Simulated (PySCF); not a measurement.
Compound: C₉H₁₂.
Z-matrix (Å and degrees, GFN2-xTB geometry), rows numbered from 1:
```
C 
C   1  1.5228
C   2  1.5351  1  112.29
C   3  1.5016  2  111.18  1   -67.01
C   4  1.3887  3  121.24  2    97.43
C   5  1.3840  4  120.73  3  -177.74
C   6  1.3839  5  120.15  4    -0.18
C   7  1.3848  6  119.61  5    -0.09
C   8  1.3830  7  120.07  6     0.23
H   1  1.0877  2  110.46  3   179.04
H   1  1.0881  2  110.47  3   -61.12
H   1  1.0876  2  110.58  3    58.99
H   2  1.0924  1  109.28  3   120.99
H   2  1.0921  1  109.39  3  -121.07
H   3  1.0918  2  109.17  1    54.63
H   3  1.0927  2  108.71  1   172.48
H   5  1.0808  4  119.55  3     2.37
H   6  1.0805  5  119.84  4   179.80
H   7  1.0803  6  120.22  5  -179.91
H   8  1.0808  7  120.04  6  -179.73
H   9  1.0813  4  119.40  3    -2.32
```

Theory: PBE0/pcSseg-1 in PySCF (dipole) on a GFN2-xTB geometry, gas phase.

Masses are those of the commonest isotopes; rigid-rotor values at the optimised geometry. The values belong to one conformer with, in the numbering `[CH3:1][CH2:2][CH2:3][c:4]1[cH:5][cH:6][cH:7][cH:8][cH:9]1`, C1–C2–C3–C4 -67°, C2–C3–C4–C5 97°.

(1) What are A, B and C (GHz)?

(2) What kind of rotor is it?

(3) What does the inertial defect say?

(4) Give the other two planar moments, Paa and Pbb, and the rms extents of the mass along the axes.

(5) Give the coordinates in the principal-axis frame, origin at the centre of mass.

(6) List the rotational levels J(Ka,Kc) to J = 4 (cm⁻¹).

(7) Which lines would a microwave search look for?

## Answers

(1) Ia = 153.32, Ib = 461.20, Ic = 523.14 u·Å²; 505379 MHz·u·Å²/I gives 3296, 1096 and 966.0 MHz, that is A = 3.2962, B = 1.0958, C = 0.9660 GHz.

(2) An asymmetric top; Ray's κ = -0.889.

(3) Not planar: Δ = Ic − Ia − Ib = -91.38 u·Å². For a rigid frame Δ = −2 Σ m c², so Σ m c² = 45.69 u·Å² lies off the ab plane: 12.87 from hydrogen and 32.82 from heavier atoms. The atom farthest from that plane is 1.73 Å away.

(4) Paa = Σ m a² = (Ib + Ic − Ia)/2 = 415.51 and Pbb = Σ m b² = (Ia + Ic − Ib)/2 = 107.63 u·Å². With the mass M = 120.09 u, the rms extents √(P/M) along a, b and c are 1.86, 0.95, 0.62 Å.

(5) The sense of each axis is arbitrary; atoms in the order of the calculation.
```csv
atom,mass (u),a (Å),b (Å),c (Å)
C1,12.000,-2.593,0.896,-0.875
C2,12.000,-2.465,-0.489,-0.256
C3,12.000,-1.502,-0.506,0.940
C4,12.000,-0.090,-0.240,0.503
C5,12.000,0.464,1.030,0.592
C6,12.000,1.751,1.274,0.144
C7,12.000,2.504,0.247,-0.398
C8,12.000,1.964,-1.025,-0.486
C9,12.000,0.677,-1.264,-0.040
H10,1.008,-3.268,0.870,-1.728
H11,1.008,-2.988,1.602,-0.148
H12,1.008,-1.624,1.255,-1.214
H13,1.008,-3.448,-0.829,0.076
H14,1.008,-2.105,-1.192,-1.011
H15,1.008,-1.818,0.247,1.665
H16,1.008,-1.555,-1.486,1.419
H17,1.008,-0.116,1.837,1.018
H18,1.008,2.166,2.268,0.217
H19,1.008,3.509,0.435,-0.747
H20,1.008,2.547,-1.833,-0.904
H21,1.008,0.260,-2.259,-0.110
```

(6) Above 0(0,0):
J = 1: 1(0,1) 0.0688, 1(1,1) 0.1422, 1(1,0) 0.1465
J = 2: 2(0,2) 0.2061, 2(1,2) 0.2754, 2(1,1) 0.2884, 2(2,1) 0.5086, 2(2,0) 0.5088
J = 3: 3(0,3) 0.4117, 3(1,3) 0.4751, 3(1,2) 0.5011, 3(2,2) 0.7149, 3(2,1) 0.7158, 3(3,1) 1.0928, 3(3,0) 1.0928
J = 4: 4(0,4) 0.6850, 4(1,4) 0.7412, 4(1,3) 0.7844, 4(2,3) 0.9899, 4(2,2) 0.9926, 4(3,2) 1.3683, 4(3,1) 1.3683, 4(4,1) 1.8969, 4(4,0) 1.8969

(7) The dipole components are |μa| = 0.38 D, |μb| = 0.08 D, |μc| = 0.07 D. The squared components, which scale the intensities, stand as 1.00 : 0.04 : 0.03 (a : b : c). Some lines, for components of 0.1 D or more:

```csv
type,branch,"J(Ka,Kc)",MHz,lower level (cm⁻¹)
a,Q,"2(1,1) ← 2(1,2)",389,0.275
a,R,"1(0,1) ← 0(0,0)",2062,0.000
a,R,"2(1,2) ← 1(1,1)",3994,0.142
a,R,"2(0,2) ← 1(0,1)",4118,0.069
a,R,"2(1,1) ← 1(1,0)",4253,0.147
```

GFN2-xTB frequencies: not computed here. No vibrational averaging or centrifugal distortion is included, and the geometry carries the error of its method. A rigid rotor knows nothing of internal rotation, which can split or shift real lines.
